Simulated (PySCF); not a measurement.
**Identify the compound**

The spectra below were simulated for a compound C$_{7}$H$_{5}$FO$_{2}$.

1H NMR (400 MHz, computed): δ 8.68 (m, 1H), 7.84 (m, 1H), 7.53 (m, 1H), 7.44 (m, 1H), 6.67 (br s, 1H).

13C{1H} NMR (computed): δ 173.6 (C), 169.6 (C), 141.5 (CH), 141.4 (CH), 128.8 (CH), 123.0 (CH), 121.0 (C).

Isolated molecule, non-relativistic, one conformer. Geometry: GFN2-xTB; GIAO PBE0/pcSseg-1 shieldings; PySCF 2.14.0 with density-fitted response routines.

Chemical shifts δ = σref − σ; TMS for 1H (31.72 ppm) and 13C (186.93 ppm), all at this level.

**Question.** What is the structure?

**Answer.** 
1. Rings plus π bonds: 5 (1 ring in the answer).
2. 7 carbon signals for 7 carbons: no two carbons are equivalent.
3. Carbon types of the structure: 3 × C, 4 × CH, leaving 1 H on heteroatoms.
4. δC 173.6: aromatic carbon bearing fluorine; σ withdrawal by the attached heteroatom moves it downfield of the ring CH carbons.
5. δC 169.6: carboxylic acid carbon; it is a carbonyl in resonance with an O or N lone pair, the region of acids, esters and amides.
6. δC 141.5, 141.4, 128.8, 123.0: aromatic CH.
7. δC 121.0: substituted aromatic carbon.
8. δH 8.68, 7.84, 7.53, 7.44: hydrogen on an aromatic CH.
9. δH 6.67: hydrogen on an acid hydroxyl oxygen; exchangeable; this is the value without hydrogen bonding to other molecules.

These data were computed for `O=C(O)c1ccccc1F`.

This is the structure that produced the data.

Exchangeable OH/NH protons stand at their gas-phase positions; hydrogen bonding in a real sample shifts them, mostly to higher δ. Splittings by 19F in the carbon and heteronuclear signals aren't shown, as no couplings were computed. Shifts are as computed. Against solution values, carbons near 30 ppm lie about +3 ppm off and those near 130 ppm about +5 ppm. Of 1211 compounds with measured shifts, 218 miss one by over three times the rms of a fit or turn the order of signals round; such compounds aren't used in these exercises. The C=O carbon of an acid or of an amide with N–H lies up to 10 ppm further downfield in solution, through hydrogen bonding that the calculation lacks. Multiplicities follow the n + 1 count of equivalent neighbours, as no J values were calculated; m marks all less simple cases, F and P coupling included.
